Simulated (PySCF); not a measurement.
BClH3OSi (calculated)

All values are calculated (PySCF 2.14.0). Calculation on a computer-drawn molecule: the log of a Hartree-Fock and frozen-core CCSD(T) single point meant for a local Hartree-Fock minimum, with one planted fault or none, to be diagnosed. Offsets are logged minus clean, where the clean run is the same molecule without the fault. The reference is restricted for singlets and unrestricted otherwise, and also for a bond in bohr or an excited solution. Adding or removing an electron swaps singlet and doublet. The excited solution moves the top pair (singlet) or top alpha electron (doublet) to the lowest empty orbital. Highest occupied and lowest empty are orbital energies over both spins, largest force is the largest gradient component, triples share is (T) over the correlation energy, the T1 limit is 0.02 restricted and 0.045 unrestricted, electrons count all cores, a negative frequency is imaginary (commonest isotopes), and the dipole is about the centre of nuclear charge.

```xyz
7
formula=BClH3OSi meant_charge=1 meant_multiplicity=1 meant_basis=cc-pV(D+d)Z logged_electrons=45 logged_basis_functions=89 logged_SCF_converged=yes logged_spin_squared=0.7723 logged_highest_occupied=-23.327 logged_lowest_empty=-16.108 logged_largest_force=0.097396 logged_T1_diagnostic=0.038069 logged_D1_diagnostic=0.22354 logged_triples_share=0.032216 logged_CC_converged=yes logged_dipole_magnitude=10.723 logged_SCF_stable_within_its_kind=yes logged_energy_HF=-848.95963 logged_energy_CCSD(T)=-849.47514 possible_faults=no_fault,one_electron_removed,one_electron_added,multiplicity_raised_by_two,geometry_at_a_saddle_point,SCF_held_on_an_excited_solution,minimal_basis_STO-3G,one_bond_length_entered_in_bohr,all_coordinates_scaled
Si    -0.2497     0.9823     1.6826
O     -0.4648     0.6843    -0.0857
B     -0.6104     0.4827    -1.2817
Cl    -0.8059     0.2120    -2.8888
H     -1.6203     1.2294     2.1220
H      0.3438    -0.2724     2.1363
H      0.6373     2.1423     1.6936
```

Units: logged_highest_occupied, logged_lowest_empty in eV; logged_largest_force in hartree/bohr; logged_dipole_magnitude in debye; logged_energy_HF, logged_energy_CCSD(T) in hartree.

Drawn bonds:
```csv
atom,other atom,order
1,2,1
2,3,1
3,4,1
1,5,1
1,6,1
1,7,1
```

**Q.** BClH3OSi: planted fault?
**A.** one electron removed

Further results for BClH3OSi:

```
HF energy offset from clean run      : 397.7 kcal/mol
CCSD(T) energy offset from clean run : 408.3 kcal/mol
```
